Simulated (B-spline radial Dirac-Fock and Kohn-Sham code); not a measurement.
**Successive ionisation energies of boron: Dirac-Fock against NIST**

Model: multi-electron Dirac-Fock with separately optimised hole states, Breit and Lamb-shift corrections added in first order. Program: a radial B-spline solver. Each value is the difference of the configuration-average energies of two neighbouring ions in their tabulated ground configurations. Correlation energy is missing from these numbers. NIST's values refer to the lowest levels; many for high charge states are themselves semi-empirical or theoretical. Where a p, d or f shell is open in either ion the computed value averages over both j values and all terms, while the table refers to the lowest levels; that difference holds spin-orbit splitting (largest in heavy or highly charged ions), term energies where several electrons share open shells, and correlation, and it can reach 10 % or more.

| ion | configuration | computed (eV) | NIST (eV) | kind | NIST − computed (eV) |
| --- | --- | --- | --- | --- | --- |
| B | [He] 2s2 2p1 | 7.93 | 8.298019 | measured | +0.37 |
| B⁺ | [He] 2s2 | 23.45 | 25.15483 | measured | +1.70 |
| B²⁺ | [He] 2s1 | 37.83 | 37.93059 | measured | +0.10 |
| B³⁺ | 1s2 | 258.2 | 259.3744 | theoretical | +1.21 |
| B⁴⁺ | 1s1 | 340.2 | 340.226 | theoretical | -0.02 |

**Question.** Where in this range is the largest relative jump, and why?

**Answer.** From B²⁺ (37.83 eV) to B³⁺ (258.2 eV), a factor of 6.82. The configuration goes from [He] 2s1 to 1s2, so the next electron comes out of a deeper subshell.
